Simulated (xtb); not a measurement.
H₃B, charge +1, doublet, at a GFN2-xTB geometry (a state made from the parent by changing its charge; the spin is typed, not shown lowest). Base run: GFN2-xTB in xtb 6.7.1.

Here is a job for xtb.
```
$ xtb mol.xyz --gfn 2 --chrg 1 --uhf 1 --json

# file mol.xyz
4

B      0.03835502     0.03398175    -0.03634696
H     -1.14157844    -0.19839382    -0.05654116
H      0.19951765    -0.63625243     0.94928073
H      0.75028569     0.66473750    -0.71100478
```

Variants of this job, named by their change:

```
change          ΔE vs base (kcal/mol)  G_solv (kcal/mol)  SCF cycles
--------------  ---------------------  -----------------  ----------
base                            0.000                  -          11
acc = 30                        0.000                  -           8
alpb = benzene                 -58.65             -58.73          11
acc = 0.1                       0.000                  -          11
gbsa = chcl3                    -63.3             -63.38          10
etemp = 5000                    -7.47                  -          10
```

ALPB and GBSA are two models with their own fitted parameters for each solvent, which aren't always the measured dielectric constant.
